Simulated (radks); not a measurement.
Question: Coherent X-ray form factor from a spherical all-electron density. All-electron calculation, Dirac Kohn-Sham, LDA (Slater exchange, Perdew-Wang correlation), spin-unpolarised, spherical densities, finite nucleus; Fermi nuclear charge, rms radius of each element as measured or else 0.836 A^(1/3) + 0.57 fm. Program: a radial shooting solver on a logarithmic mesh with Libxc functionals.

| sin(theta)/lambda (1/angstrom) | f0 (electrons) |
|---|---|
| 0.05 | 28.598 |
| 0.1 | 27.503 |
| 0.15 | 25.966 |
| 0.2 | 24.224 |
| 0.25 | 22.429 |
| 0.3 | 20.661 |
| 0.4 | 17.370 |
| 0.5 | 14.543 |
| 0.6 | 12.252 |
| 0.8 | 9.149 |
| 1 | 7.445 |
| 1.25 | 6.272 |
| 1.5 | 5.463 |
| 2 | 4.052 |

The species is in the configuration that NIST lists as its ground one. Which atom or ion scatters so?

Answer: The zinc ion Zn+, [Ar] 3d10 4s1. Extrapolating in s^2 from the first two rows gives f0(0) = 29.0, near the electron count 29; among species with that count, the fall with angle is slower the higher Z, and the table is that of Z = 30; from so few rows the species is fixed only to a neighbour or two.
